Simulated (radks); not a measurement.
The numbers below are computed, except where a source is named.
Task: These are the eigenvalues of the occupied orbitals of an atom or ion with whole-number occupations (hartree). Code: a radial shooting solver on a logarithmic mesh with Libxc functionals. Model: Dirac Kohn-Sham, PBEsol, spin-unpolarised, spherical densities, point nucleus.

orbital  eigenvalue
1s1/2     -2549.713
2s1/2     -439.9892
2p1/2     -420.7600
2p3/2     -371.0708
3s1/2     -101.5128
3p1/2     -92.95328
3p3/2     -82.20999
3d3/2     -67.80113
3d5/2     -65.46437
4s1/2     -21.13091
4p1/2     -17.58340
4p3/2     -15.09026
4d3/2      -9.26562
4d5/2      -8.80629
5s1/2      -3.15726
5p1/2      -2.10799
5p3/2      -1.74728
4f5/2      -1.51843
4f7/2      -1.43619
6s1/2      -0.44430
5d3/2      -0.43932

Which element is it, and in what charge state? The configuration may be excited. Open shells, if any, fill j = l - 1/2 first.

Result: Z = 74, tungsten, charge +1: W+ in [Xe] 4f14 5d4 6s1. The list shows which subshells hold electrons but not how many an open one holds; the 1s level, -2549.7 hartree, gives Z - s = 71.4 by -(Z - s)^2/2, which with screening and relativity narrows Z to a few neighbours, and the depths of the outer levels then fix element, charge and occupations together.
